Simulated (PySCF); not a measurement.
CH₃Cl₂In, SMILES [CH3][In]([Cl])[Cl].

Geometry: B3LYP-D3(BJ)/def2-SVP. The structure was generated by enumeration; whether it is a known compound was not checked. The def2 effective core potentials stand for the cores of In; spin–orbit coupling is left out.

Two levels are set side by side: TDDFT-PBE/def2-SVPD (PySCF) and TDDFT-ωB97X/def2-SVPD (PySCF). Vertical, same geometry. The lowest singlet is HOMO−1→LUMO 97 % with PBE and HOMO→LUMO+1 96 % with the other functional; states are paired by order. Differences are taken from unrounded values.

```tsv
quantity	TDDFT-ωB97X
lowest singlet excitation (eV)	6.01
lowest triplet excitation (TDA) (eV)	5.10
first bright state (f over 0.05) (eV)	6.10
its oscillator strength	0.18
```

Q: What does TDDFT-PBE give, and how far is it from TDDFT-ωB97X? (The exact figures need the calculation; the answer reports its results.)

A: 
```
quantity                               TDDFT-PBE  TDDFT-PBE minus TDDFT-ωB97X
-------------------------------------  ---------  ---------------------------
lowest singlet excitation (eV)              4.64                        -1.37
lowest triplet excitation (TDA) (eV)        4.20                        -0.90
first bright state (f over 0.05) (eV)       4.76                        -1.34
its oscillator strength                     0.05                        -0.12
```

A lower first singlet is the usual sign of a functional without exact exchange. Differences between two approximate levels are no errors against the true value.

Rough cost on one machine, each run with all the roots and properties that it gave: TDDFT-ωB97X against TDDFT-PBE about 6 times.
